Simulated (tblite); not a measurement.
Species: C9H13Al.
Bonds: C1–C2 (triple), C2–C3, C3–Al4, Al4–C5, C5–C6 (double), C5–C7, C3–C8, C8–C9, C9–C10, C3–C10. Hydrogens: H11 on C1; H12 on Al4; H13, H14 on C6; H15, H16, H17 on C7; H18, H19 on C8; H20, H21 on C9; H22, H23 on C10.

Computed with GFN2-xTB (tblite), gas phase: L-BFGS steps from a force-field or distance-geometry start until the largest atomic force falls under 0.01 eV/Å.

The end geometry, which sets the zero of energy:
```
atom  x, y, z in Å
C1     -0.4716    3.4570    0.0905
C2     -0.6616    2.2815   -0.0596
C3     -0.9346    0.8795   -0.2086
Al4     0.4412   -0.4307   -0.9197
C5      2.0765   -0.9224    0.0950
C6      2.3464   -0.0972    1.1103
C7      3.0002   -2.0525   -0.2720
C8     -1.6177    0.2062    1.0181
C9     -2.5389   -0.5180    0.0376
C10    -2.1987    0.5151   -1.0367
H11    -0.2756    4.4811    0.2068
H12     0.0700   -1.0865   -2.2797
H13     1.6652    0.7108    1.3572
H14     3.2267   -0.1801    1.7360
H15     2.5632   -3.0020    0.0402
H16     3.1282   -2.0954   -1.3546
H17     3.9772   -1.9479    0.1997
H18    -0.9900   -0.4193    1.6596
H19    -2.1517    0.9279    1.6369
H20    -2.1305   -1.5010   -0.2268
H21    -3.5851   -0.6279    0.3187
H22    -2.0233    0.1192   -2.0461
H23    -2.9200    1.3293   -1.0926
```

**Question.** These geometries come from the run, each turned onto the end geometry. Order them by energy, lowest first.
A.
```
atom  x, y, z in Å
C1     -0.5662    3.5088    0.2958
C2     -0.7351    2.3390    0.0841
C3     -0.9410    0.9413   -0.1669
Al4     0.4395   -0.3353   -0.9455
C5      2.0488   -0.9094    0.0644
C6      2.5024    0.1004    0.8155
C7      2.7971   -2.2078   -0.0617
C8     -1.5789    0.1182    0.9883
C9     -2.4035   -0.6070   -0.0720
C10    -2.1739    0.5590   -1.0333
H11    -0.4077    4.5306    0.4753
H12     0.0880   -0.9102   -2.3472
H13     1.9237    1.0171    0.9038
H14     3.4228    0.0716    1.3857
H15     2.2713   -2.9876    0.4916
H16     2.8291   -2.5205   -1.1058
H17     3.8122   -2.1368    0.3282
H18    -0.9071   -0.4903    1.6011
H19    -2.1950    0.7319    1.6442
H20    -1.8639   -1.4987   -0.4271
H21    -3.4291   -0.8793    0.1733
H22    -1.9728    0.2829   -2.0794
H23    -2.9653    1.3088   -1.0022
```
B.
```
atom  x, y, z in Å
C1     -0.7620    3.3534    0.3177
C2     -0.7916    2.1719    0.1118
C3     -0.9528    0.7686   -0.1849
Al4     0.6896   -0.0157   -1.0498
C5      2.1938   -0.7497    0.0039
C6      2.9425    0.1804    0.6067
C7      2.5481   -2.2050    0.1636
C8     -1.5872   -0.0664    0.9635
C9     -2.5932   -0.6274   -0.0460
C10    -2.2082    0.4602   -1.0527
H11    -0.7009    4.3851    0.5096
H12     0.7569    0.0036   -2.5947
H13     2.6912    1.2310    0.5381
H14     3.8226   -0.0501    1.1937
H15     1.8748   -2.6533    0.8963
H16     2.4010   -2.7315   -0.7770
H17     3.5779   -2.3449    0.4923
H18    -0.9431   -0.7866    1.4765
H19    -2.0740    0.5624    1.7098
H20    -2.3394   -1.6228   -0.4052
H21    -3.6298   -0.6536    0.2840
H22    -2.0091    0.1258   -2.0788
H23    -2.9118    1.2914   -1.0685
```
C.
```
atom  x, y, z in Å
C1     -0.4920    3.4741    0.1494
C2     -0.6700    2.3012   -0.0306
C3     -0.9228    0.9025   -0.2284
Al4     0.4387   -0.4029   -0.9662
C5      2.0463   -0.9047    0.0866
C6      2.3468   -0.0254    1.0482
C7      2.9259   -2.0925   -0.1987
C8     -1.5496    0.1580    0.9870
C9     -2.4811   -0.5468    0.0026
C10    -2.2005    0.5403   -1.0348
H11    -0.3115    4.4974    0.2945
H12     0.0614   -1.0520   -2.3275
H13     1.6938    0.8194    1.2448
H14     3.2230   -0.1019    1.6812
H15     2.4881   -2.9859    0.2491
H16     2.9874   -2.2680   -1.2733
H17     3.9319   -1.9613    0.2006
H18    -0.8832   -0.4811    1.5753
H19    -2.0798    0.8338    1.6580
H20    -2.0551   -1.5072   -0.3145
H21    -3.5146   -0.6993    0.3081
H22    -2.0436    0.1925   -2.0648
H23    -2.9439    1.3365   -1.0362
```
D.
```
atom  x, y, z in Å
C1     -0.4793    3.4782    0.2320
C2     -0.6783    2.3182   -0.0043
C3     -0.9196    0.9197   -0.2197
Al4     0.4271   -0.3792   -0.9996
C5      2.0278   -0.9141    0.0451
C6      2.3430    0.0185    0.9496
C7      2.8837   -2.1363   -0.1474
C8     -1.5504    0.1663    0.9885
C9     -2.4229   -0.5827   -0.0159
C10    -2.1865    0.5334   -1.0318
H11    -0.2951    4.4929    0.4261
H12     0.0329   -0.9727   -2.3808
H13     1.7072    0.8885    1.0860
H14     3.2128   -0.0385    1.5919
H15     2.4457   -2.9740    0.3972
H16     2.9169   -2.4111   -1.2017
H17     3.8999   -1.9821    0.2160
H18    -0.8784   -0.4310    1.6120
H19    -2.1345    0.8340    1.6232
H20    -1.9211   -1.5061   -0.3412
H21    -3.4503   -0.8107    0.2645
H22    -2.0278    0.2133   -2.0704
H23    -2.9574    1.3021   -1.0092
```
E.
```
atom  x, y, z in Å
C1     -0.7403    3.4969    0.4100
C2     -0.7985    2.3354    0.1144
C3     -0.9428    0.9417   -0.1961
Al4     0.4960   -0.2804   -0.9482
C5      2.1388   -0.8226    0.0307
C6      2.7591    0.1578    0.6945
C7      2.6889   -2.2246    0.0409
C8     -1.5738    0.0866    0.9461
C9     -2.4185   -0.6087   -0.1222
C10    -2.1717    0.5646   -1.0680
H11    -0.6463    4.5128    0.6543
H12     0.1111   -0.9427   -2.3011
H13     2.3580    1.1656    0.6966
H14     3.6715    0.0092    1.2604
H15     2.0034   -2.8757    0.5853
H16     2.7661   -2.6147   -0.9743
H17     3.6672   -2.2756    0.5184
H18    -0.8915   -0.5428    1.5299
H19    -2.1740    0.6911    1.6299
H20    -1.9143   -1.5157   -0.4825
H21    -3.4512   -0.8474    0.1309
H22    -1.9760    0.3085   -2.1160
H23    -2.9656    1.3076   -1.0236
```

**Answer.** C (0.004 eV), D (0.012 eV), A (0.025 eV), E (0.051 eV), B (0.164 eV).

In the order of the answer:

| step | E above end (eV) | largest force (eV/Å) | rms force component (eV/Å) | rms distance from end (Å) | rms bond change (Å) | bond most changed (Å) |
| --- | --- | --- | --- | --- | --- | --- |
| 150 | 0.004 | 0.05 | 0.011 | 0.109 | 0.001 | C3–Al4 -0.003 |
| 118 | 0.012 | 0.04 | 0.013 | 0.191 | 0.001 | C9–H20 +0.003 |
| 98 | 0.025 | 0.10 | 0.024 | 0.306 | 0.002 | C3–Al4 +0.007 |
| 66 | 0.051 | 0.10 | 0.025 | 0.455 | 0.001 | C3–Al4 +0.004 |
| 7 | 0.164 | 0.19 | 0.057 | 0.654 | 0.005 | C3–Al4 -0.013 |

What follows is the cost of the whole relaxation. On one thread, Arm Neoverse V1 (aarch64), shared host with 32 logical CPUs at a one-minute load of 27, this took 2.0 s wall.
